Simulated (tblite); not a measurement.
C4H10GaGeN.
Atom-mapped SMILES: `[CH2:1]=[CH:2][GaH2-:3][N+:4]#[C:5][CH2:6][GeH3:7]` (hydrogens: H8, H9 on C1; H10 on C2; H11, H12 on Ga3; H13, H14 on C6; H15, H16, H17 on Ge7)
Bond orders are those of one Lewis drawing.

Computed with GFN2-xTB (tblite), gas phase: L-BFGS steps from a force-field or distance-geometry start until the largest atomic force falls under 0.01 eV/Å.

Step 51: E = -533.5387 eV
```
atom  x, y, z in Å  |  force x, y, z in eV/Å
C1      2.2197    1.9560   -0.2009    0.010   0.008   0.020
C2      2.7218    0.7948   -0.6126   -0.036  -0.008  -0.034
Ga3     2.3945   -0.8830    0.4211   -0.015  -0.009   0.030
N4      0.4212   -1.1299    0.1945   -0.068  -0.016   0.034
C5     -0.7239   -1.2489    0.1822    0.018  -0.023  -0.035
C6     -2.1321   -1.3490    0.1238    0.005  -0.031   0.006
Ge7    -2.9401    0.4404   -0.2990    0.059  -0.016   0.020
H8      2.3438    2.8870   -0.7417    0.009   0.017   0.000
H9      1.6630    2.0284    0.7260   -0.019  -0.007   0.019
H10     3.2817    0.8039   -1.5492    0.018  -0.019  -0.026
H11     2.8004   -2.2591   -0.1534    0.015   0.023  -0.003
H12     2.2969   -0.7998    1.9633   -0.009   0.008  -0.014
H13    -2.4104   -2.0723   -0.6477    0.006   0.032   0.007
H14    -2.5175   -1.7010    1.0843    0.026   0.013  -0.010
H15    -4.4150    0.2395   -0.3812   -0.046  -0.027   0.007
H16    -2.6023    1.3827    0.7994    0.004   0.038   0.025
H17    -2.4086    0.9223   -1.5995    0.024   0.019  -0.047
```

Step 52: E = -533.5394 eV
```
atom  x, y, z in Å  |  force x, y, z in eV/Å
C1      2.2152    1.9526   -0.1974    0.026   0.003   0.011
C2      2.7152    0.7934   -0.6182   -0.037  -0.015  -0.020
Ga3     2.3957   -0.8844    0.4220   -0.011   0.023   0.004
N4      0.4231   -1.1449    0.1874   -0.050  -0.014   0.040
C5     -0.7228   -1.2561    0.1792    0.016  -0.016  -0.037
C6     -2.1313   -1.3478    0.1225    0.003  -0.040   0.007
Ge7    -2.9347    0.4419   -0.2995    0.044   0.009   0.013
H8      2.3349    2.8837   -0.7393   -0.002   0.023   0.019
H9      1.6697    2.0224    0.7369   -0.017  -0.007  -0.001
H10     3.2673    0.8091   -1.5598    0.003  -0.035  -0.013
H11     2.8142   -2.2606   -0.1413    0.015   0.016  -0.002
H12     2.2909   -0.7844    1.9624   -0.012   0.003  -0.007
H13    -2.4137   -2.0710   -0.6467    0.000   0.020  -0.014
H14    -2.5191   -1.6969    1.0824    0.027   0.007   0.012
H15    -4.4108    0.2464   -0.3816   -0.039  -0.032   0.008
H16    -2.5961    1.3823    0.8002    0.007   0.040   0.026
H17    -2.4047    0.9265   -1.5996    0.028   0.016  -0.046
```

**Question.** Estimate the geometry and energy of step 53. (The exact step hangs on the optimiser's Hessian estimate; all steps are aligned on step 52, rigid shifts and turns removed.)

**Answer.** E = -533.5401 eV, largest force 0.049 eV/Å
```
atom  x, y, z in Å  |  force x, y, z in eV/Å
C1      2.2131    1.9506   -0.1949    0.032   0.001  -0.001
C2      2.7098    0.7923   -0.6227   -0.031  -0.019  -0.009
Ga3     2.3953   -0.8853    0.4224   -0.004   0.044  -0.022
N4      0.4236   -1.1570    0.1853   -0.008  -0.010   0.040
C5     -0.7225   -1.2624    0.1775    0.001  -0.012  -0.029
C6     -2.1310   -1.3475    0.1218   -0.003  -0.031   0.002
Ge7    -2.9306    0.4429   -0.2997    0.014   0.035   0.000
H8      2.3316    2.8819   -0.7371   -0.009   0.025   0.036
H9      1.6727    2.0185    0.7432   -0.012  -0.007  -0.020
H10     3.2595    0.8125   -1.5662   -0.015  -0.044   0.002
H11     2.8243   -2.2604   -0.1342    0.013   0.011   0.001
H12     2.2886   -0.7735    1.9609   -0.015  -0.002   0.003
H13    -2.4160   -2.0692   -0.6466   -0.010   0.000  -0.034
H14    -2.5210   -1.6939    1.0810    0.025  -0.002   0.033
H15    -4.4089    0.2494   -0.3814   -0.010  -0.031   0.010
H16    -2.5928    1.3833    0.8011    0.008   0.033   0.019
H17    -2.4025    0.9299   -1.6010    0.025   0.008  -0.030
```

The energy changes by -0.0006 eV. The first-order estimate −F·Δx gives -0.0009 eV and the mean of the old and new forces, exact on a quadratic surface, -0.0006 eV. The step makes an angle of 79° with the force vector and moves no atom by more than 0.012 Å.

The cost below is that of the whole relaxation. Time: 2.9 s wall. Hardware: one thread, Arm Neoverse N1 (aarch64), shared host with 64 logical CPUs at a one-minute load of 61.
